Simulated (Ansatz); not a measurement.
The molecule ZrGe, closed-shell singlet (lowest of 2S+1 = 1, 3, 5, 7 at CCSD(T)/def2-TZVPP on PBE0 minima; our sources give no spin for the ground state, which may be another). No spin–orbit coupling. Ge is treated without relativity.

Seven points along R, fitted to fifth degree in 1/R; most abundant isotopes. Runs in def2 and cc sets follow the lowest solution found near the PBE0 minimum. The singlet is held restricted.

Correlated levels freeze the inner cores; with def2 sets outer-core shells near the valence are correlated too. CBS: X⁻³ extrapolation of the correlation energy, Hartree–Fock from the larger set.

The values were computed with Ansatz (a first-principles code). Values without a source in brackets are computed. In def2 rows elements past Kr take small-core potentials, without spin–orbit coupling.

What bond length and harmonic frequency does B3LYP/def2-TZVPP give?

r_e = 2.401 Å, ω_e = 315 cm⁻¹.

What bond length and harmonic frequency does BHLYP/def2-TZVPP give?

r_e = 2.373 Å, ω_e = 335 cm⁻¹.

What bond length and harmonic frequency does CCSD(T)/CBS(def2-TZVPP, def2-QZVPP) give?

r_e = 2.394 Å, ω_e = 312 cm⁻¹.

Doubts at one or more of the structures used: a restricted determinant that unrestricted orbitals would lower (CCSD(T)/CBS(def2-TZVPP, def2-QZVPP)).
